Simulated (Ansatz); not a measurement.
Computed with Ansatz on PBE0-D4/def2-TZVP structures; ΔE is electronic, products minus reactants. CCSD(T)/CBS is the MP2 limit (def2-TZVPP, def2-QZVPP) plus CCSD(T) − MP2 in def2-TZVPP, frozen cores. DFT in def2-TZVPP. Each species was taken in one conformer, which may not be the lowest.

Reaction (cleavage of the Si–Si bond): `N[SiH2]O[SiH2][SiH3]` + `NCBCl` → `[SiH3]NCBCl` + `N[SiH2]O[SiH3]`

| species | ωB97M-V energy (Eh) |
| --- | --- |
| `N[SiH2]O[SiH2][SiH3]` | -1003.94255 |
| `NCBCl` | -580.92084 |
| `[SiH3]NCBCl` | -871.61146 |
| `N[SiH2]O[SiH3]` | -713.26691 |

Q: Work out ΔE.

A: ΔE = (-871.61146) + (-713.26691) − (-1003.94255) − (-580.92084) = -0.01498 Eh = -39.3 kJ/mol. CCSD(T)/CBS gives -37.9 kJ/mol.

Largest T1 diagnostic among the species: 0.012.

The D4 term adds +5.9 kJ/mol with B3LYP and +3.4 kJ/mol with PBE0; it sums over pairs of atoms, weighted by their polarisabilities, and B3LYP, whose exchange is more repulsive, gets the larger term. In def2-TZVPP, CCSD(T) changes the Hartree–Fock value by +20.1 kJ/mol (the triples alone add +2.9 kJ/mol) and MP2 by +11.9 kJ/mol.

B3LYP here is the variant with VWN-RPA as its local correlation; programs differ in this.
